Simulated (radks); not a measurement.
The numbers below are computed, except where a source is named.
Hf44+, 28 electrons, occupied as [Ar] 3d10. Level of theory: Dirac Kohn-Sham, LB94 model potential, spin-unpolarised, spherical densities, finite nucleus; Fermi nuclear charge, rms radius 5.347 fm (a radial shooting solver on a logarithmic mesh with Libxc functionals).

Unscreened Slater integrals over Kohn-Sham orbitals (cm^-1). Large and small components are both included.

integral,value
"F0(3d5/2,3d5/2)",1074800
"F2(3d5/2,3d5/2)",550290
"F4(3d5/2,3d5/2)",354630
"F0(3d5/2,3d3/2)",1086800
"F2(3d5/2,3d3/2)",554140
"G2(3d5/2,3d3/2)",544790
"G4(3d5/2,3d3/2)",350930
"F0(3d5/2,3p3/2)",997630
"F2(3d5/2,3p3/2)",478000
"G1(3d5/2,3p3/2)",512200
"G3(3d5/2,3p3/2)",340770
"F0(3d5/2,3p1/2)",1036300
"G3(3d5/2,3p1/2)",369130
"F0(3d3/2,3d3/2)",1099500
"F2(3d3/2,3d3/2)",558670
"F0(3d3/2,3p3/2)",1007000
"F2(3d3/2,3p3/2)",476680
"G1(3d3/2,3p3/2)",503550
"G3(3d3/2,3p3/2)",334970
"F0(3d3/2,3p1/2)",1046900
"G1(3d3/2,3p1/2)",566730
"F0(3p3/2,3p3/2)",952200
"F2(3p3/2,3p3/2)",476380
"F0(3p3/2,3p1/2)",983410
"G2(3p3/2,3p1/2)",479350
"F0(3p1/2,3p1/2)",1019300
